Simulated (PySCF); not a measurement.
Compound: C₇H₁₂O.
Bonds: C1–C2 (double), C2–C3, C3–O4 (double), C3–C5, C5–C6, C5–C7, C5–C8. Hydrogens: H9, H10 on C1; H11 on C2; H12, H13, H14 on C6; H15, H16, H17 on C7; H18, H19, H20 on C8.

The same species was optimised twice, with GFN2-xTB and with PBE0-D3(BJ)/def2-SVP (PySCF), and the same property calculations (PySCF, gas phase) were run on both structures.

```
     coordinate  GFN2-xTB  PBE0-D3(BJ)/def2-SVP  change
      C2–C3 (Å)     1.482                 1.495  +0.013
      C1=C2 (Å)     1.327                 1.336  +0.009
      C5–C8 (Å)     1.530                 1.525  -0.005
      C3–C5 (Å)     1.530                 1.533  +0.003
      C5–C6 (Å)     1.533                 1.535  +0.002
      C5–C7 (Å)     1.533                 1.534  +0.001
      C3=O4 (Å)     1.210                 1.211  +0.001
   C2–C3–C5 (°)     116.7                 117.7    +1.0
   C2–C3–O4 (°)     121.4                 120.6    -0.8
   C3–C5–C6 (°)     109.2                 108.7    -0.5
   C7–C5–C8 (°)     109.5                 109.9    +0.4
   C6–C5–C8 (°)     109.5                 110.0    +0.5
   C6–C5–C7 (°)     110.4                 110.1    -0.3
   O4–C3–C5 (°)     121.9                 121.7    -0.2
   C3–C5–C8 (°)     108.8                 109.1    +0.3
C1–C2–C3–O4 (°)         0                    -1      -1
C2–C3–C5–C6 (°)        61                    61       0
```

Rotational constants: A = 3152, B = 1515, C = 1321 MHz (GFN2-xTB) against A = 3144, B = 1500, C = 1308 MHz (PBE0-D3(BJ)/def2-SVP).

On the GFN2-xTB structure: HOMO (eV) -7.17 [PBE0/pcSseg-1]; LUMO (eV) -1.60 [PBE0/pcSseg-1]; dipole (D) 2.64 [PBE0/pcSseg-1]; GIAO shielding of C1 (ppm) 47.5 [PBE0/pcSseg-1]; GIAO shielding of C2 (ppm) 51.1 [PBE0/pcSseg-1]; GIAO shielding of C3 (ppm) -20.9 [PBE0/pcSseg-1]; GIAO shielding of O4 (ppm) -274.7 [PBE0/pcSseg-1]; GIAO shielding of C5 (ppm) 141.6 [PBE0/pcSseg-1]; GIAO shielding of C6/C7/C8 (mean) (ppm) 159.4 [PBE0/pcSseg-1].

What do these properties become on the PBE0-D3(BJ)/def2-SVP structure?

```tsv
property	level	on GFN2-xTB	on PBE0-D3(BJ)/def2-SVP	change
HOMO (eV)	PBE0/pcSseg-1	-7.17	-7.18	-0.01
LUMO (eV)	PBE0/pcSseg-1	-1.60	-1.59	+0.01
dipole (D)	PBE0/pcSseg-1	2.64	2.61	-0.03
energy, GFN2-xTB geometry as zero (kcal/mol)	PBE0/pcSseg-1	0.0	-0.6	-0.6
GIAO shielding of C1 (ppm)	PBE0/pcSseg-1	47.5	45.1	-2.4
GIAO shielding of C2 (ppm)	PBE0/pcSseg-1	51.1	48.4	-2.7
GIAO shielding of C3 (ppm)	PBE0/pcSseg-1	-20.9	-21.1	-0.2
GIAO shielding of O4 (ppm)	PBE0/pcSseg-1	-274.7	-277.4	-2.7
GIAO shielding of C5 (ppm)	PBE0/pcSseg-1	141.6	140.8	-0.8
GIAO shielding of C6/C7/C8 (mean) (ppm)	PBE0/pcSseg-1	159.4	157.3	-2.1
```

The heavy atoms differ by 0.017 Å rms after alignment. Among bonds between heavy atoms C2–C3 changes most (+0.013 Å). Changes are differences of the printed values. Neither structure is proved a minimum here.

Conformer computed: `[CH2:1]=[CH:2][C:3](=[O:4])[C:5]([CH3:6])([CH3:7])[CH3:8]`: C1–C2–C3–O4 -1°, C2–C3–C5–C6 61°.
